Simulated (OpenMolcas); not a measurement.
Pr3+ among 8 point charges of -1 e arranged as a square antiprism (D4d), with a polar angle of 53.3° against the regular 57.3°.

```json
{
  "Program": "OpenMolcas 26.06",
  "Method": "CASSCF",
  "Basis": "ANO-RCC-VDZP [7s6p4d2f1g]",
  "Scalar Hamiltonian": "DKH2, point nucleus",
  "Active space": "2 electrons in 7 orbitals (4f)",
  "State averaging": "2S+1 = 3 even, 21 roots; 2S+1 = 1 even, 27 roots kept (CI in the orbitals of an earlier block)",
  "Spin-orbit coupling": "RASSI with atomic mean-field integrals over the reference wave functions"
}
```

All point charges move together. At R = 3.04 Å the width of the lowest J multiplet is 133 cm-1, and at R = 3.32 Å it is 94 cm-1.

Q: A third run gives 187 cm-1. What distance was it run at?

A: With a power law R^-n the two known points give n = -ln(94 / 133) / ln(3.32 / 3.04) = 3.94. Then R = 3.04 × (133 / 187)^(1/3.94) = 2.788 Å. The run was at 2.79 Å, so the estimate is off by -0.002 Å.

This is an electrostatic model: the charges have no orbitals. An unlabelled pair can be two single states that coincide in this model. A group larger than the point group allows holds several states that coincide in this model. No measured value stands beside these numbers.
